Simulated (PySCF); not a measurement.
C4H11NSi, SMILES C(/C)=C\[Si@@H](N)C.

The structure is a stationary point at PBE-D3(BJ)/def2-SVP. The structure was generated by enumeration; whether it is a known compound was not checked. Other conformers were not sampled.

Level of theory: PySCF with PBE-D3(BJ)/def2-SVP.

Frequencies are harmonic and unscaled.

Computed harmonic wavenumbers and intensities:
```
mode  ν (cm⁻¹)  IR (km/mol)  moving atoms (share of kinetic energy)
----  --------  -----------  --------------------------------------
1           69          0.8                          C 49 %, H 46 %
2          116          1.1                  H 44 %, C 39 %, N 12 %
3          130          0.8                  H 47 %, C 34 %, N 18 %
4          157          0.2                                  H 85 %
5          180          2.9                                  H 84 %
6          206          5.3                  H 54 %, C 34 %, N 10 %
7          251         11.0                  H 64 %, C 24 %, N 10 %
8          285         14.6                 C 44 %, H 36 %, Si 14 %
9          314         13.9          C 42 %, H 33 %, Si 16 %, N 8 %
10         384         60.0                 H 47 %, C 26 %, Si 21 %
11         438        169.5         H 43 %, N 22 %, Si 19 %, C 16 %
12         613         14.5                          H 89 %, C 11 %
13         658         13.6         C 48 %, H 31 %, Si 12 %, N 10 %
14         691          2.6                          H 84 %, C 15 %
15         694         16.0                 C 44 %, H 40 %, Si 16 %
16         764          8.3                  H 59 %, C 24 %, N 13 %
17         794         21.0         H 55 %, N 19 %, C 14 %, Si 12 %
18         851        202.4                 H 61 %, Si 21 %, C 11 %
19         857         82.8         H 63 %, Si 15 %, N 11 %, C 10 %
20         886        111.7                 H 70 %, Si 17 %, N 10 %
21         925         28.3                          H 60 %, C 35 %
22         984         16.1                          H 88 %, C 12 %
23        1019          2.6                          H 65 %, C 35 %
24        1062          6.1                          C 58 %, H 41 %
25        1188          6.7                          H 67 %, C 33 %
26        1212         22.0                          H 78 %, C 22 %
27        1273          2.3                          H 82 %, C 18 %
28        1334          1.0                          H 76 %, C 24 %
29        1381          3.2                                  H 96 %
30        1384          2.8                                  H 96 %
31        1398          7.5                                  H 96 %
32        1401         16.9                                  H 95 %
33        1497         23.9                          H 90 %, N 10 %
34        1650         48.1                                  C 93 %
35        2137        157.4                                  H 97 %
36        2952         26.2                                  H 97 %
37        2974          4.0                                  H 97 %
38        3019         11.2                           H 91 %, C 9 %
39        3025          8.3                           H 92 %, C 8 %
40        3033         18.2                                  H 92 %
41        3066         18.6                           H 91 %, C 9 %
42        3069          6.3                           H 91 %, C 9 %
43        3082          5.0                           H 91 %, C 9 %
44        3479         11.8                                  H 96 %
45        3573         15.0                           H 92 %, N 8 %
```
